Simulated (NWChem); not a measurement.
Species: CH6O2Si; SMILES O[SiH](O)C

```xyz
10

Si    -0.1024    -0.0169     0.2562
C     -0.1089    -1.7994    -0.2416
O     -1.5110     0.6517    -0.3287
O      1.2610     0.6652    -0.4141
H     -0.0579     0.1945     1.7401
H     -0.1426    -1.8794    -1.3392
H      0.7988    -2.3105     0.1121
H     -0.9884    -2.3189     0.1671
H     -1.7702     1.5120     0.0107
H      1.5305     1.5293    -0.0929
```
Atoms are numbered in this order, from 1.

Level: PBE0/def2-SVP (NWChem), optimised geometry, unscaled harmonic frequencies. 

| frequency (cm⁻¹) | IR intensity (km/mol) |
|---|---|
| 72 | 44.9 |
| 124 | 4.0 |
| 242 | 13.5 |
| 265 | 72.1 |
| 272 | 51.2 |
| 357 | 84.8 |
| 651 | 47.8 |
| 710 | 30.7 |
| 727 | 169.1 |
| 803 | 102.2 |
| 820 | 70.5 |
| 849 | 120.7 |
| 875 | 9.8 |
| 951 | 175.1 |
| 973 | 248.9 |
| 1272 | 49.6 |
| 1425 | 4.7 |
| 1426 | 3.8 |
| 2199 | 193.7 |
| 3067 | 0.3 |
| 3174 | 1.1 |
| 3179 | 2.0 |
| 3946 | 46.3 |
| 3949 | 132.3 |

```
Item                                                                               Result
-----------------------------------------------------------------------  ----------------
zero-point energy                                                           46.2 kcal/mol
thermal correction to the enthalpy at 298.15 K (with zero-point energy)     51.1 kcal/mol
heat capacity Cv                                                         22.7 cal/(mol K)
entropy at 298.15 K and 1 atm (symmetry number 1)                        79.4 cal/(mol K)
dipole moment                                                                      2.03 D
```

Rigid rotor and harmonic oscillator; modes under 100 cm⁻¹ make the entropy uncertain.
